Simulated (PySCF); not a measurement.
SMILES [SiH2]([SiH2]Br)C (CH7BrSi2), singlet at its GFN2-xTB optimised geometry (Å):

```
11

C      1.2840    -1.5434    -0.4856
Si     0.6876     0.1889     0.0000
Si    -1.6264     0.1889     0.0000
Br    -2.3686     2.2992     0.0000
H      2.3686    -1.5911    -0.4867
H      0.9443    -1.8216    -1.4798
H      0.9253    -2.2992     0.2083
H      1.2276     1.1712    -0.9488
H      1.2067     0.5249     1.3330
H     -2.2949    -0.3646     1.1769
H     -2.3007    -0.3676    -1.1725
```

Level of theory: B3LYP/def2-TZVP (PySCF). Cells within 0.4 Å of a nucleus heavier than hydrogen are left out (blank, or x).

Map of the Laplacian of the electron density (e/bohr⁵), clipped to [-1.50, 1.50] on the plane z = 0.0 Å:

```
|444444444444444444444444444|
|444444444444444444444444444|
|444444444444444444444444444|
|444444444444444444444444444|
|444444444444444444444444444|
|444449994444444444444444444|
|444449xx9444444444444444444|
|444449xx9444444444444444444|
|444448994444444444444444444|
|444444334444444444444444444|
|444444434444444444444444444|
|444444479943449994444444444|
|44444449xx9335xxx6444444444|
|44444449xx9335xxx6444444444|
|444444469943449984444444444|
|444444444444444334444444444|
|444444444444444434444444444|
|444444444444444434444444444|
|444444444444444413444444444|
|444444444444444303444444444|
|444444444444444314444444444|
|444444444444444444444444444|
|444444444444444444444444444|
|444444444444444444444444444|
|444444444444444444444444444|
|444444444444444444444444444|
|444444444444444444444444444|
```
Scale: ten equal steps from -1.08 (start of '0') to 1.50 (end of '9'), in the order '0123456789'; x runs from -4.50 to 4.50, y from -4.50 (bottom) to 4.50 (top).
